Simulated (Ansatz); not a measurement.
CH3BrCl (charge -1), singlet: a saddle search.

Input (in.yaml):

```yaml
crystal:
  periodic: [false, false, false]
  atoms:
    - {symbol: Cl, position_ang: [-2.153500, -0.520800, 0.430900]}
    - {symbol: C, position_ang: [-0.002300, -0.000600, 0.000500]}
    - {symbol: Br, position_ang: [2.258800, 0.546400, -0.452100]}
    - {symbol: H, position_ang: [-0.143000, -0.381100, -0.988100]}
    - {symbol: H, position_ang: [-0.240500, 1.018100, 0.218100]}
    - {symbol: H, position_ang: [0.280500, -0.662100, 0.790600]}
basis:
  gaussian: {orbitals: def2-SVPD}
total_charge: -1
hamiltonian: {xc: pbe0, dispersion: d4}
saddle:
  max_steps: 30
  mode_guess:
    - [-0.0000, -0.0000, 0.0000]
    - [0.0000, 0.0000, -0.0000]
    - [-0.0000, -0.0000, 0.0000]
    - [-0.0000, -0.0000, 0.0000]
    - [-0.0000, -0.0000, 0.0000]
    - [-0.0000, -0.0000, -0.0000]
```

Run by:

```bash
ansatz run in.yaml --threads 4 --pin off --events-out ev --progress --plain --max-ram 9574MiB
```

What Ansatz 0.2.0 printed:

```
Error: invalid value for `saddle.mode_guess`: has no component on a free degree of freedom — its frozen components are dropped, and so is its uniform translation along each direction along which no atom is frozen; give the guess a component on an atom that moves relative to the others, or omit it for a random start direction
```

Hardware: 4 CPU threads of an Arm Neoverse V2, shared host. Wall time about 0.05 s.


The program refused the input. The guess of the mode is all zeros.